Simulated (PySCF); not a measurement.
Job file and geometry (Å, from GFN2-xTB) of an NMR shielding run on SMILES NC(=O)[Si@@H]1C[C@H](OC=O)O1, C$_{4}$H$_{7}$NO$_{4}$Si, GIAO PBE0/pcSseg-1 NMR shielding, non-relativistic, gas phase in PySCF 2.14.0, density-fitted response routines; density fitting, a coarse starting grid and PySCF grid level 2 are the driver's defaults:

```
$ OMP_NUM_THREADS=1 python probes_run.py task.json out

{"job": {"kind": "nmr", "xc": "PBE0", "basis": "pcSseg-1"}, "charge": 0, "multiplicity": 1}
N     -2.175564     1.104277    -1.512087
C     -2.379476    -0.223129    -1.384079
O     -3.449959    -0.746932    -1.612736
Si    -0.866792    -1.242442    -0.785267
C     -0.056238    -0.895265     0.913069
C      1.118216    -0.415359     0.066879
O      1.438265     0.940065     0.325944
C      2.714199     1.307701     0.281956
O      3.662522     0.610538     0.098994
O      0.578149    -0.522277    -1.231064
H     -2.917890     1.689395    -1.866350
H     -1.256356     1.497923    -1.405833
H     -0.922388    -2.647294    -1.162261
H      0.183276    -1.731985     1.558080
H     -0.466412    -0.086764     1.510345
H      2.026665    -1.020936     0.138354
H      2.762785     2.394513     0.467958
```

Problem. What does the program print?

Solution. 
```
coarse grid: 15720 points
cycle   1  E = -800.6359276421  dE =  2.030e+00  |g| = 1.341e+00  |ddm| = 3.848e+00
cycle   2  E = -799.6249212639  dE =  1.011e+00  |g| = 2.630e+00  |ddm| = 2.882e+00
cycle   3  E = -800.9399710804  dE = -1.315e+00  |g| = 4.385e-01  |ddm| = 2.200e+00
cycle   4  E = -800.9744696098  dE = -3.450e-02  |g| = 1.341e-01  |ddm| = 3.722e-01
cycle   5  E = -800.9774376092  dE = -2.968e-03  |g| = 3.524e-02  |ddm| = 1.025e-01
cycle   6  E = -800.9776802618  dE = -2.427e-04  |g| = 1.203e-02  |ddm| = 3.450e-02
cycle   7  E = -800.9777042628  dE = -2.400e-05  |g| = 5.059e-03  |ddm| = 1.032e-02
cycle   8  E = -800.9777087251  dE = -4.462e-06  |g| = 1.346e-03  |ddm| = 3.410e-03
final grid: 150192 points
cycle   9  E = -801.0748503926  dE = -7.430e-06  |g| = 1.846e-02  |ddm| = 2.588e-02
cycle  10  E = -801.0747024689  dE =  1.479e-04  |g| = 3.368e-02  |ddm| = 3.112e-02
cycle  11  E = -801.0749076812  dE = -2.052e-04  |g| = 4.323e-03  |ddm| = 2.249e-02
cycle  12  E = -801.0749111271  dE = -3.446e-06  |g| = 3.687e-04  |ddm| = 2.888e-03
cycle  13  E = -801.0749111478  dE = -2.072e-08  |g| = 1.767e-04  |ddm| = 4.400e-04
cycle  14  E = -801.0749111539  dE = -6.042e-09  |g| = 4.790e-05  |ddm| = 1.695e-04
cycle  15  E = -801.0749111542  dE = -3.570e-10  |g| = 2.085e-05  |ddm| = 4.577e-05
converged SCF energy = -801.0749111542

GIAO shielding tensors (ppm)
atom      isotropic    diamagn.    paramagn.     s11        s22        s33       span
  0 N      134.538     322.564    -188.026     11.663    162.133    229.818    218.155
  1 C        8.166     252.046    -243.880    -77.366      5.385     96.478    173.844
  2 O     -156.172     395.092    -551.264   -550.407   -255.123    337.015    887.423
  3 Si     360.676     880.398    -519.723    318.215    374.472    389.340     71.125
  4 C      157.054     254.283     -97.228    120.709    155.163    195.291     74.583
  5 C       93.390     248.797    -155.407     65.007     91.051    124.113     59.106
  6 O       63.695     403.133    -339.438   -117.044    130.003    178.126    295.170
  7 C       23.955     244.150    -220.195    -82.731     73.599     80.997    163.727
  8 O     -104.123     400.703    -504.825   -397.500   -221.247    306.380    703.880
  9 O      206.004     399.532    -193.528    149.737    214.251    254.022    104.285
 10 H       26.271      28.835      -2.564     21.393     23.491     33.930     12.537
 11 H       25.452      35.007      -9.555     20.603     26.528     29.224      8.621
 12 H       26.441      29.116      -2.675     22.798     25.131     31.393      8.595
 13 H       29.173      31.212      -2.039     26.087     26.707     34.726      8.640
 14 H       29.333      32.436      -3.103     26.774     27.644     33.580      6.806
 15 H       24.472      32.814      -8.342     20.716     24.322     28.378      7.662
 16 H       23.557      25.910      -2.352     18.800     24.139     27.733      8.934
```

Size and cost of the density-fitted run: 212 basis functions, 2.4 min wall time on 1 thread of an Intel Xeon, shared host; peak memory 0.97 GiB.
